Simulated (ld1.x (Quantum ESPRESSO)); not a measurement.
**u(r) = r·R(r): atom against pseudo-atom (lead (Pb))**

Columns: radius, all-electron u(r) and pseudo u(r) of the 6p shell (level -3.87 eV) of lead in the configuration [Xe] 4f14 5d10 6s2 6p2; LDA (PZ), non-relativistic, TM scheme, ld1.x (Quantum ESPRESSO) 7.5.

```tsv
r (bohr)	all-electron	pseudo
0.132	-0.1144	0.0019
0.265	0.1113	0.0076
0.398	0.1315	0.0175
0.530	-0.0519	0.0315
0.663	-0.2084	0.0505
0.795	-0.2636	0.0744
0.928	-0.2315	0.1043
1.060	-0.1461	0.1401
1.193	-0.0356	0.1823
1.325	0.0790	0.2299
1.458	0.1880	0.2824
1.590	0.2841	0.3373
1.723	0.3667	0.3927
1.855	0.4340	0.4447
1.988	0.4880	0.4914
2.120	0.5292	0.5299
2.252	0.5595	0.5596
2.385	0.5806	0.5805
2.518	0.5933	0.5933
2.650	0.5993	0.5993
2.782	0.5995	0.5995
2.915	0.5950	0.5950
3.048	0.5867	0.5867
3.180	0.5753	0.5753
3.312	0.5614	0.5614
3.445	0.5455	0.5455
```

Question: How many radial nodes do the two functions have?

Answer: The all-electron 6p function has n − l − 1 = 4 (the table is too coarse to show those close to the nucleus); the pseudo-wave has 0, since the states of the same l below it are removed with the core.

Question: At about which radius was the pseudo-wave matched?

Answer: 2.65 bohr. The columns agree to 0.0005 from 2.25 bohr on; several derivatives are matched, so the curves merge somewhat inside the radius.

Question: Where does each function peak?

Answer: Outermost all-electron maximum near 2.78 bohr, pseudo maximum near 2.78 bohr (to the table’s step).

Question: Is the pseudo-wave norm-conserving?

Answer: Yes: the TM scheme keeps the norm inside the radius equal to the all-electron one, which fixes the energy derivative of the logarithmic derivative at the level.
